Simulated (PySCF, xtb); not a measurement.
SeF3, SMILES F[Se+](F)F, charge +1.

Coordinates come from a TPSSh-D3(BJ)/def2-SVP optimisation. The spin state was assumed, not searched. The isomer is the one that the SMILES or the coordinates give; other isomers of the formula were not compared.

Level of theory: PySCF 2.14.0 with IEF-PCM-ωB97X/def2-SVP.

The values are the electrostatic part of the solvation free energy, E(continuum) − E(gas) at the gas-phase geometry, in a cavity of scaled van der Waals radii (PySCF's table); cavitation and dispersion terms are not included. In vacuum the orbital gap is 13.93 eV.

Computed values in water (ε = 78.36), diethylether (ε = 4.24), ethanol (ε = 24.85):
```json
[
 {"solvent": "water", "ε": "78.36", "ΔG(elec) (kcal/mol)": "-72.2", "gap (eV)": "14.12"},
 {"solvent": "diethylether", "ε": "4.24", "ΔG(elec) (kcal/mol)": "-55.0", "gap (eV)": "14.06"},
 {"solvent": "ethanol", "ε": "24.85", "ΔG(elec) (kcal/mol)": "-70.0", "gap (eV)": "14.11"}
]
```

For comparison, GFN2-xTB/ALPB(water) (xtb, at the GFN2-xTB geometry, all terms of that model) gives -67.6 kcal/mol.
